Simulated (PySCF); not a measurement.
# Ionisation energy of In³¹⁺ by level of theory

In³¹⁺ [Ar] (1S) → In³²⁺ [Ne] 3s2 3p5 (2P), as a difference of total energies. Calculation: PySCF 2.14, in an uncontracted even-tempered set (19 s from 4.7 bohr⁻², ratio 2.2; 12 p from 6.1 bohr⁻², ratio 2.2; 5 d from 29 bohr⁻², ratio 2.4; 5 f from 43 bohr⁻², ratio 2.4; 4 g from 64 bohr⁻², ratio 2.4); no relativity, point nucleus. Correlated levels: outer shells: 1s2 frozen; virtual orbitals above 40 to 60 times the deepest correlated orbital energy dropped. The calculations carry no spin-orbit coupling.

| method | ionisation energy (eV) |
| --- | --- |
| UHF | 1954.4 |
| LDA | 1955.7 |
| PBE | 1955.8 |
| PBE0 | 1956.0 |
| r2SCAN | 1956.5 |
| MN15 | 1959.7 |
| TPSSh | 1956.0 |
| MP2 (outer shells) | 1955.3 |
| SCS-MP2 (outer shells) | 1955.2 |

A first-order spin-orbit estimate (lowest level to lowest level, LS coupling) adds -13.225 eV.

All relativistic terms are absent from these numbers, so their closeness to the reference says little about the methods.

For comparison: 1961 ± 5 eV (semi-empirical (NIST evaluation); NIST Atomic Spectra Database, ionization energies).
